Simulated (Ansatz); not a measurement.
Input for Ansatz (a first-principles code): U-CCSD(T)/def2-SVP on IrO2 (SMILES [O]=[Ir]=[O]), 2S+1 = 4, a spin state set in the input, which need not be the lowest. Elements past Kr take the def2 small-core potentials; no spin–orbit coupling.

Ansatz 0.2 input:
```yaml
crystal:
  periodic: [false, false, false]
  atoms:
    - {symbol: Ir, position_ang: [0.34307786, -0.28814247, 0.34359871]}
    - {symbol: O, position_ang: [0.94273563, 0.34466450, -1.15135920]}
    - {symbol: O, position_ang: [-1.31888221, -0.00915044, 0.73734086]}
basis:
  gaussian:
    orbitals: def2-SVP
magnetization: {spin_polarized: true, initial_magnetization: 3}
correlation: {method: ccsd_t, electrons: valence}
```

It printed:

```
WARN ansatz: RAYON_NUM_THREADS=1 ignored (pool sized by the plan → 1); use --threads N
Functional definition: HF
integrals: 0.05 GiB planned
574 factors; integrals over basis functions are off by at most 1.3e-3 eV
mean field: 0.16 GiB planned
mean field evaluation 1: about -6876.3226 eV, gradient 3.5e1 eV
mean field evaluation 2: about -6876.5880 eV, gradient 3.6e1 eV
mean field evaluation 4: about -6881.5179 eV, gradient 3.6e0 eV
mean field evaluation 8: about -6881.8643 eV, gradient 9.6e-1 eV
mean field evaluation 16: about -6882.1878 eV, gradient 1.2e-5 eV
mean field evaluation 32: about -6873.1894 eV, gradient 4.0e1 eV
mean field evaluation 64: about -6882.1795 eV, gradient 1.8e-1 eV
mean field evaluation 96: about -6881.7238 eV, gradient 7.8e-1 eV
mean field evaluation 128: about -6881.6328 eV, gradient 1.3e0 eV
mean field evaluation 160: about -6882.1529 eV, gradient 1.7e0 eV
mean field evaluation 192: about -6881.3449 eV, gradient 1.2e0 eV
mean field evaluation 224: about -6881.9635 eV, gradient 9.9e-1 eV
mean field evaluation 256: about -6882.1494 eV, gradient 3.7e-1 eV
mean field evaluation 288: about -6882.1768 eV, gradient 3.3e-1 eV
mean field evaluation 320: about -6880.8822 eV, gradient 1.8e0 eV
mean field evaluation 352: about -6882.0477 eV, gradient 1.5e0 eV
mean field evaluation 384: about -6879.4804 eV, gradient 2.7e0 eV
mean field evaluation 416: about -6882.0998 eV, gradient 5.5e-1 eV
mean field evaluation 448: about -6881.9938 eV, gradient 6.2e-1 eV
mean field evaluation 480: about -6880.9151 eV, gradient 4.7e-1 eV
mean field evaluation 512: about -6881.2876 eV, gradient 1.8e0 eV
mean field evaluation 544: about -6880.1439 eV, gradient 1.8e-3 eV
mean field evaluation 576: about -6880.8430 eV, gradient 2.5e-1 eV
mean field evaluation 608: about -6880.0633 eV, gradient 1.3e-1 eV
mean field evaluation 640: about -6879.7203 eV, gradient 1.2e-3 eV
mean field evaluation 672: about -6880.1294 eV, gradient 1.3e0 eV
mean field evaluation 704: about -6881.2759 eV, gradient 5.7e-1 eV
mean field evaluation 736: about -6878.2774 eV, gradient 7.0e-1 eV
mean field evaluation 768: about -6879.2889 eV, gradient 2.4e-1 eV
mean field evaluation 800: about -6880.0457 eV, gradient 2.2e-3 eV
mean field evaluation 832: about -6877.8693 eV, gradient 2.3e-1 eV
mean field evaluation 864: about -6874.9272 eV, gradient 2.8e1 eV
mean field evaluation 896: about -6880.6703 eV, gradient 5.7e-1 eV
mean field evaluation 928: about -6880.1440 eV, gradient 3.6e-2 eV
mean field evaluation 960: about -6878.2444 eV, gradient 1.8e1 eV
mean field evaluation 992: about -6879.1216 eV, gradient 4.5e0 eV
mean field evaluation 1024: about -6879.7291 eV, gradient 2.7e-3 eV
mean field evaluation 1056: about -6871.4633 eV, gradient 5.2e1 eV
mean field evaluation 1088: about -6881.1661 eV, gradient 2.3e0 eV
mean field evaluation 1120: about -6879.7282 eV, gradient 2.2e-1 eV
mean field evaluation 1152: about -6879.6284 eV, gradient 5.9e-1 eV
mean field evaluation 1184: about -6879.7551 eV, gradient 1.4e-2 eV
mean field evaluation 1216: about -6877.1170 eV, gradient 1.7e1 eV
mean field evaluation 1248: about -6879.6977 eV, gradient 2.9e0 eV
mean field evaluation 1280: about -6879.5418 eV, gradient 1.3e-3 eV
mean field evaluation 1312: about -6879.4274 eV, gradient 2.3e-3 eV
mean field evaluation 1344: about -6878.2544 eV, gradient 2.4e-1 eV
mean field evaluation 1376: about -6879.7203 eV, gradient 4.1e-3 eV
mean field evaluation 1408: about -6878.5475 eV, gradient 2.5e0 eV
mean field evaluation 1440: about -6881.7472 eV, gradient 3.6e-6 eV
mean field evaluation 1472: about -6881.9603 eV, gradient 1.9e0 eV
mean field evaluation 1504: about -6880.7618 eV, gradient 1.2e0 eV
mean field evaluation 1536: about -6879.4197 eV, gradient 3.0e0 eV
mean field evaluation 1568: about -6879.8202 eV, gradient 7.8e-1 eV
mean field evaluation 1600: about -6879.9382 eV, gradient 7.5e-1 eV
mean field evaluation 1632: about -6880.0735 eV, gradient 1.5e0 eV
mean field evaluation 1664: about -6880.7614 eV, gradient 1.8e0 eV
mean field evaluation 1696: about -6877.9318 eV, gradient 7.1e0 eV
mean field evaluation 1728: about -6879.8008 eV, gradient 5.1e-1 eV
mean field evaluation 1760: about -6877.4449 eV, gradient 1.6e1 eV
mean field evaluation 1792: about -6882.1766 eV, gradient 1.2e-1 eV
mean field evaluation 1824: about -6882.0745 eV, gradient 2.2e0 eV
mean field evaluation 1856: about -6880.8133 eV, gradient 4.0e-1 eV
mean field evaluation 1888: about -6880.9866 eV, gradient 2.7e0 eV
mean field evaluation 1920: about -6879.7201 eV, gradient 8.2e-2 eV
mean field evaluation 1952: about -6880.0647 eV, gradient 1.5e-1 eV
mean field evaluation 1984: about -6880.8204 eV, gradient 2.7e-4 eV
mean field evaluation 2016: about -6880.6820 eV, gradient 5.8e0 eV
mean field evaluation 2048: about -6880.1439 eV, gradient 9.5e-4 eV
mean field evaluation 2080: about -6877.9466 eV, gradient 1.4e1 eV
mean field evaluation 2112: about -6880.2681 eV, gradient 1.0e-2 eV
mean field evaluation 2144: about -6878.6916 eV, gradient 4.5e0 eV
mean field evaluation 2176: about -6878.8097 eV, gradient 9.7e-2 eV
mean field evaluation 2208: about -6881.5730 eV, gradient 1.2e0 eV
mean field evaluation 2240: about -6879.4102 eV, gradient 1.1e0 eV
mean field -6882.18776838 eV, -252.9157355736 hartree, gradient 2.7e-6 eV, S^2 3.806667; 44 other end points of the search recorded, 0 dependent functions left out
determinant -6882.18776838 eV, -252.9157355736 hartree, with singles and doubles -6902.07766711 eV, -253.6466758699 hartree
determinant -6882.01063017 eV, -252.9092258643 hartree, with singles and doubles -6900.91640470 eV, -253.6040002634 hartree
determinant -6881.94766808 eV, -252.9069120502 hartree, with singles and doubles -6902.04468641 eV, -253.6454638515 hartree
determinant -6881.74720638 eV, -252.8995452187 hartree, with singles and doubles -6901.12018322 eV, -253.6114889859 hartree
determinant -6881.33004663 eV, -252.8842148808 hartree, with singles and doubles -6901.31105971 eV, -253.6185035677 hartree
determinant -6881.29514950 eV, -252.8829324348 hartree, with singles and doubles -6900.00009207 eV, -253.5703263956 hartree
determinant -6880.94120009 eV, -252.8699250339 hartree, with singles and doubles -6899.09227672 eV, -253.5369647969 hartree
determinant -6880.84804585 eV, -252.8665016788 hartree, with singles and doubles -6899.13470782 eV, -253.5385241109 hartree
determinant -6880.82036341 eV, -252.8654843679 hartree, with singles and doubles -6900.23786595 eV, -253.5790644246 hartree
determinant -6880.81889216 eV, -252.8654303002 hartree, with singles and doubles -6900.52176252 eV, -253.5894974310 hartree
determinant -6880.69362801 eV, -252.8608269277 hartree, with singles and doubles -6898.62318115 eV, -253.5197258525 hartree
determinant -6880.43286840 eV, -252.8512441889 hartree, with singles and doubles -6898.72517310 eV, -253.5234739875 hartree
determinant -6880.26813244 eV, -252.8451902541 hartree, with singles and doubles -6898.63711428 eV, -253.5202378855 hartree
determinant -6880.21730804 eV, -252.8433224917 hartree, with singles and doubles -6899.07370340 eV, -253.5362822400 hartree
determinant -6880.14388743 eV, -252.8406243342 hartree, with singles and doubles -6899.37183002 eV, -253.5472381909 hartree
determinant -6880.06572892 eV, -252.8377520617 hartree, with singles and doubles -6898.71731644 eV, -253.5231852607 hartree
determinant -6880.04570027 eV, -252.8370160225 hartree, with singles and doubles -6899.07279828 eV, -253.5362489771 hartree
determinant -6880.02334580 eV, -252.8361945110 hartree, with singles and doubles -6899.32947353 eV, -253.5456816186 hartree
determinant -6879.82304187 eV, -252.8288334772 hartree, with singles and doubles -6898.39474754 eV, -253.5113310721 hartree
determinant -6879.75511681 eV, -252.8263372774 hartree, with singles and doubles -6897.70116111 eV, -253.4858422409 hartree
determinant -6879.72907542 eV, -252.8253802737 hartree, with singles and doubles -6898.74304261 eV, -253.5241306800 hartree
determinant -6879.72028273 eV, -252.8250571484 hartree, with singles and doubles -6897.78710274 eV, -253.4890005378 hartree
determinant -6879.57097274 eV, -252.8195701074 hartree, with singles and doubles -6897.73840709 eV, -253.4872110055 hartree
determinant -6879.54178973 eV, -252.8184976518 hartree, with singles and doubles -6897.78152723 eV, -253.4887956416 hartree
determinant -6879.42739123 eV, -252.8142935844 hartree, with singles and doubles -6897.88721392 eV, -253.4926795556 hartree
determinant -6879.39652445 eV, -252.8131592512 hartree, with singles and doubles -6898.40869973 eV, -253.5118438058 hartree
determinant -6879.29736637 eV, -252.8095152590 hartree, with singles and doubles -6896.94852446 eV, -253.4581833545 hartree
determinant -6879.28130911 eV, -252.8089251654 hartree, with singles and doubles -6897.27926923 eV, -253.4703380005 hartree
determinant -6879.13058759 eV, -252.8033862517 hartree, with singles and doubles -6896.99822743 eV, -253.4600099047 hartree
determinant -6882.18776838 eV, -252.9157355736 hartree, with singles and doubles -6902.15650704 eV, -253.6495731841 hartree
determinant -6881.94766808 eV, -252.9069120502 hartree, with singles and doubles -6902.09936838 eV, -253.6474733769 hartree
2 core orbitals not correlated
reference -6882.18776838 eV, -252.9157355736 hartree; 16, 13 occupied and 42, 45 virtual orbitals, 574 factors
second order -19.52860518 eV of doubles, -0.00000000 eV of singles
coupled cluster: 0.24 GiB planned
cycle   1  -19.96874883 eV  change   -1.0e-5 eV  update   3.1e-6
coupled cluster: 0.24 GiB planned
perturbative correction -0.92137294 eV, -0.0338598309 hartree
Total energy: -6903.07789015 eV, -253.6834333889 hartree
```

The calculation finished and met its thresholds.

Cost: roughly 80 core-seconds.
